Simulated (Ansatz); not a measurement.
```yaml
crystal:
  periodic: [false, false, false]
  atoms:
    - {symbol: B, position_ang: [-0.667448, 1.782350, 0.018651]}
    - {symbol: C, position_ang: [-0.710305, 0.256266, -0.247084]}
    - {symbol: C, position_ang: [0.705075, -0.048855, 0.288716]}
    - {symbol: Sb, position_ang: [1.300654, -2.140621, 0.182856]}
    - {symbol: H, position_ang: [-0.196196, 2.525776, -0.795060]}
    - {symbol: H, position_ang: [-0.972623, 2.219203, 1.092384]}
    - {symbol: H, position_ang: [-0.776995, -0.039395, -1.295056]}
    - {symbol: H, position_ang: [-1.448223, -0.303825, 0.329027]}
    - {symbol: H, position_ang: [0.812374, 0.223371, 1.343199]}
    - {symbol: H, position_ang: [1.479236, 0.493385, -0.263064]}
    - {symbol: H, position_ang: [0.743016, -2.321753, -1.424176]}
    - {symbol: H, position_ang: [-0.191568, -2.701101, 0.803708]}
basis:
  gaussian: {orbitals: ANO-RCC-VTZP, fitting: {mean_field: cc-pVTZ-jkfit}, point_charges: [{charge: 1.00, position_ang: [4.676, -0.492, 0.321]}]}
hamiltonian: {xc: {name: wB97X-V}}
```

```sh
$ ansatz run in.yaml --threads 4 --pin off --events-out ev --progress --plain --max-ram 10444MiB
```

How does Ansatz answer? (Best estimate.)

Ansatz gave: The program refused the input.
```
Functional definition: wB97X-V
Error: <dir> the basis set cc-pVTZ-JKFIT has no functions for Sb
```
